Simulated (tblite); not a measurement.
C7H9N (charge +1 and doublet state).
Structure used (GFN2-xTB), in Å, numbered top down from 1:
```
atom  x, y, z in Å
N1     2.5908   -0.5331   -0.6207
C2     1.7653    0.4631   -0.0843
C3     0.3103    0.1858    0.0230
C4    -0.4880    1.1432    0.6879
C5    -1.8476    0.9640    0.8014
C6    -2.4440   -0.1764    0.2662
C7    -1.6649   -1.1256   -0.4039
C8    -0.3033   -0.9519   -0.5210
H9     2.3248   -1.5024   -0.5624
H10    3.5715   -0.3373   -0.7389
H11    2.1138    0.7660    0.9285
H12    1.9048    1.3953   -0.6638
H13   -0.0220    2.0202    1.1118
H14   -2.4508    1.7002    1.3087
H15   -3.5083   -0.3262    0.3632
H16   -2.1365   -1.9932   -0.8385
H17    0.2771   -1.6796   -1.0671
```

Method: GFN2-xTB as coded in tblite; computed harmonic values from a numerical Hessian at the method's own geometry, unscaled. Errors from tens to a few hundred cm⁻¹ against measured bands are possible. One conformer, not necessarily the lowest. Open shells enter through the occupations alone, without spin polarisation, and single modes of such species can be off by tens of per cent.

Harmonic wavenumbers (cm⁻¹): 34.3, 129.0, 192.1, 250.8, 344.9, 370.7, 391.7, 412.8, 525.4, 560.7, 573.3, 694.4, 772.8, 792.6, 812.0, 902.6, 919.8, 929.5, 966.6, 1002.0, 1060.0, 1086.5, 1117.0, 1158.7, 1167.7, 1194.2, 1208.5, 1268.2, 1302.4, 1321.4, 1338.2, 1408.4, 1426.3, 1439.5, 1465.4, 1574.5, 2703.9, 2820.8, 3092.2, 3095.8, 3102.1, 3110.7, 3115.7, 3451.3, 3508.3.

A = 4935, B = 1487, C = 1153 MHz; mass 107.073 u (most abundant isotopes); point group C1, symmetry number 1; spin multiplicity 2.

Q: What is the zero-point energy?

A: ½Σν̃ = 30058 cm⁻¹ = 359.57 kJ/mol.

Q: Entropy at 200 K, 1 bar (ideal gas, RRHO, classical rotation)?

A: Translation 158.84, rotation 112.30, vibration 52.39, spin (R ln 2) 5.76: S = 329.3 J/(mol K).

Q: And Cp and H(200 K) − H(0)?

A: Cp = 96.77 J/(mol K), of which vibrations give 63.51 (their classical limit is 45 R = 374.2); H(200 K) − H(0) = 12.39 kJ/mol without the zero-point energy, 5.74 from vibrations.

Q: Blend soft modes into free rotors: weight 1/[1 + (100 cm⁻¹/ν̃)⁴] for the oscillator and the rest for a rotor with moment μB/(μ + B), μ = h/(8π²ν), B = 10⁻⁴⁴ kg m². What vibrational entropy results?

A: 47.43 J/(mol K) in place of 52.39, which changes −T·S at 200 K by +0.99 kJ/mol.

Q: How do the functions run with temperature in this model?

A: 
```json
{"T (K)": "150", "S (J/(mol K))": "304.3", "Cp (J/(mol K))": "77.9", "H − H(0) (kJ/mol)": "8.03", "G − H(0) (kJ/mol)": "-37.62", "ln q(vib)": "2.01"}
{"T (K)": "250", "S (J/(mol K))": "353.0", "Cp (J/(mol K))": "116.9", "H − H(0) (kJ/mol)": "17.73", "G − H(0) (kJ/mol)": "-70.53", "ln q(vib)": "3.73"}
{"T (K)": "298.15", "S (J/(mol K))": "375.3", "Cp (J/(mol K))": "136.9", "H − H(0) (kJ/mol)": "23.84", "G − H(0) (kJ/mol)": "-88.07", "ln q(vib)": "4.62"}
{"T (K)": "400", "S (J/(mol K))": "421.3", "Cp (J/(mol K))": "177.4", "H − H(0) (kJ/mol)": "39.89", "G − H(0) (kJ/mol)": "-128.65", "ln q(vib)": "6.61"}
{"T (K)": "600", "S (J/(mol K))": "505.7", "Cp (J/(mol K))": "238.3", "H − H(0) (kJ/mol)": "81.88", "G − H(0) (kJ/mol)": "-221.51", "ln q(vib)": "10.70"}
{"T (K)": "900", "S (J/(mol K))": "613.8", "Cp (J/(mol K))": "293.8", "H − H(0) (kJ/mol)": "162.45", "G − H(0) (kJ/mol)": "-389.96", "ln q(vib)": "16.79"}
```

q(vib) and H(0) count from the zero-point level.

Q: Which modes carry the vibrational entropy at 200 K?

A: 34.3 cm⁻¹: 19.97; 129.0 cm⁻¹: 9.23; 192.1 cm⁻¹: 6.26; 250.8 cm⁻¹: 4.45; 344.9 cm⁻¹: 2.61; 370.7 cm⁻¹: 2.25 J/(mol K); the other 39 give 7.62 together.

Hindered rotation and anharmonicity are outside this model. Other conformers, if any are populated, would add a mixing term that is left out. The structure is chiral; the term R ln 2 for an equal mix with its mirror image is left out.
